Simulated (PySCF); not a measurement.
Start geometry of `[Se]1[Se][Se][Se][Se][Se]1` from GFN2-xTB (Å):
```
atom  x, y, z in Å
Se1    1.1004   -1.8373   -0.2497
Se2    2.1376    0.1298    0.5018
Se3    0.9511    1.7975   -0.6511
Se4   -1.0983    1.8409    0.4961
Se5   -2.1337   -0.1277   -0.2593
Se6   -0.9508   -1.7991    0.8921
```

What comes out of this run: PBE0-D3(BJ)/def2-SVP geometry optimisation, gas phase in PySCF?

```
atom  x, y, z in Å
Se1    1.046   -1.833   -0.320
Se2    2.084    0.019    0.661
Se3    1.052    1.779   -0.485
Se4   -1.044    1.835    0.563
Se5   -2.082   -0.018   -0.418
Se6   -1.049   -1.778    0.729
```

The energy falls by 0.54 kcal/mol over 9 energy and gradient evaluations, the largest force component goes from 0.0029 to 4.7e-04 Eh/bohr, and the atoms move by 0.031 Å rms after alignment. The bond that changes most is Se4–Se5 (both ends selenium bonded to 2 Se), which shortens by 0.010 Å. Bonds longer at the end by more than 0.005 Å: 0 of 6; shorter: 5. Rotational constants go from 422.7, 422.0, 236.0 to 429.1, 427.8, 241.8 MHz. The orientation of the end geometry is arbitrary; only internal coordinates are fixed.

The run used 192 basis functions and 60 SCF cycles in all. Hardware: an x86-64 server with one thread, shared host. Cost: 4.0 min wall.

No frequency check. One conformer, not necessarily the lowest.
